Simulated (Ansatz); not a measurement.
```yaml
crystal:
  periodic: [false, false, false]
  atoms:
    - {symbol: Ga, position_ang: [0.419807, -1.049481, -2.173116]}
    - {symbol: Ga, position_ang: [0.841821, -1.723096, 2.473531]}
    - {symbol: Ga, position_ang: [0.265498, 0.049595, 0.192942]}
    - {symbol: Ga, position_ang: [0.048691, -3.589061, 0.339040]}
    - {symbol: Ga, position_ang: [1.872710, -2.082102, -0.261343]}
    - {symbol: Ga, position_ang: [-1.558755, -1.455776, 0.797110]}
    - {symbol: Ga, position_ang: [-1.430273, -2.573179, -1.560863]}
basis:
  gaussian: {orbitals: def2-SVP}
magnetization: {spin_polarized: true, initial_magnetization: 1}
hamiltonian: {xc: pbe0, dispersion: d4}
scf: {omitted_lower_state_checks: [starts]}
output: {orbitals: {seedname: orbitals}}
```

```sh
$ ansatz run in.yaml --threads 4 --pin off --events-out ev --progress --plain --max-ram 4787MiB
```

(1) Does this run fit into the memory that it is given?

Results:

(1) No. It has 224 basis functions, and Ansatz plans for 4.88 GiB where 4.67 GiB are given.
